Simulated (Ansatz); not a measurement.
Species: tribromo(methoxy)silane, CH3Br3OSi (charge 0, singlet). 
Coordinates optimised at B3LYP-D3(BJ)/def2-TZVP (Ansatz, an electronic-structure program):
```
O
C 1 1.4288
H 2 1.0876 1 107.16
H 2 1.0913 3 109.52 1 -119.91
H 2 1.0913 3 109.52 4 -120.18
Si 1 1.6132 2 126.40 3 180.00
Br 6 2.1996 1 107.06 2 -180.00
Br 6 2.2197 1 110.51 2 59.82
Br 6 2.2197 1 110.51 2 -59.82
```

Basis-set convergence of Hartree-Fock and CCSD correlation energies (hartree) with Ansatz. Correlated levels leave the core frozen unless marked. Spin-orbit coupling is left out. Frozen are the shells of the preceding noble gas and the d and f shells that filled before the atom's block. Non-relativistic.

```csv
basis,functions,E(HF),"E(corr, CCSD)"
def2-SVP,157,-8119.71703,-0.81975
def2-TZVPP,290,-8120.91464,-1.05481
def2-QZVPP,541,-8121.07727,-1.14104
```

Extrapolating the two largest sets (X = 3 and 4) as X^-3: E(corr) = (64·(-1.14104) - 27·(-1.05481))/37 = -1.2040 Eh, an estimate of the basis-set limit. The largest set recovers 94.8 % of it, the smallest 68.1 %.
